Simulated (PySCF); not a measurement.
Mapped SMILES: `[CH3:1][C:2]([CH3:3])=[C:4]1[CH2:5][C@@H:6]1[C:7]#[N:8]`. Each H is labelled by its parent atom. Ha(C5) is cis to C7 on the ring; Hb(C5) is trans to C7 on the ring.

GIAO PBE0/pcSseg-1 shifts (PySCF 2.14.0 with density-fitted response routines, gas phase, non-relativistic, equivalent atoms averaged), each against references optimised in the same way as the molecule (TMS, NH3).

On the GFN2-xTB geometry: C2 135.9, C7 124.9, C4 119.3, C1 25.3, C3 25.0, C5 13.9, C6 2.1, N8 290.1, H(C3) 2.08, H(C1) 2.01, H(C6) 1.79, Ha(C5) 1.61, Hb(C5) 1.59 ppm.

Task: What changes on the PBE0-D3(BJ)/def2-SVP geometry?

Result: 
| atoms | δ (ppm) | change |
| --- | --- | --- |
| C2 | 136.8 | +0.9 |
| C7 | 124.9 | +0.0 |
| C4 | 119.8 | +0.5 |
| C1 | 24.1 | -1.2 |
| C3 | 24.2 | -0.8 |
| C5 | 13.5 | -0.4 |
| C6 | 2.5 | +0.4 |
| N8 | 295.4 | +5.3 |
| H(C3) | 2.00 | -0.08 |
| H(C1) | 1.93 | -0.08 |
| H(C6) | 1.68 | -0.11 |
| Ha(C5) | 1.60 | -0.01 |
| Hb(C5) | 1.59 | +0.00 |

Bonds between heavy atoms that differ most (equivalent bonds averaged): C6–C7 1.419 → 1.441 Å, C2–C4 1.312 → 1.329 Å, C7–N8 1.145 → 1.159 Å, C5–C6 1.531 → 1.543 Å, C4–C5 1.458 → 1.452 Å. Mean change of bonds to hydrogen: C–H +0.013 Å.
